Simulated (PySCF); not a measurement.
Electron correlation in P³⁺ (phosphorus, charge +3)

[Ne] 3s2, closed-shell 1S. Computed with PySCF 2.14 in cc-pVDZ-DK (4s3p1d, 18 functions), with the spin-free X2C one-electron Hamiltonian (Gaussian nucleus). Frozen: [Ne]; 2 electrons correlated.

Total MP2 correlation energy: -31.82 mhartree.

Same-spin part 0.00 and opposite-spin part -31.82 mhartree; SCS-MP2 scales them by 1/3 and 6/5 to -38.19 mhartree.

With two correlated electrons CCSD is exact within the correlated space (frozen core and kept virtual orbitals).

```
level  correlation energy (mhartree)
 CCSD                         -47.77
```

Diagnostics: T1 = 0.0039, D1 = 0.0055, largest double amplitude 0.116.

Question: Is a single reference adequate?

Answer: Mostly. T1 lies below 0.03, but a double amplitude of this size points to a near-degeneracy that CCSD handles and MP2 describes poorly.
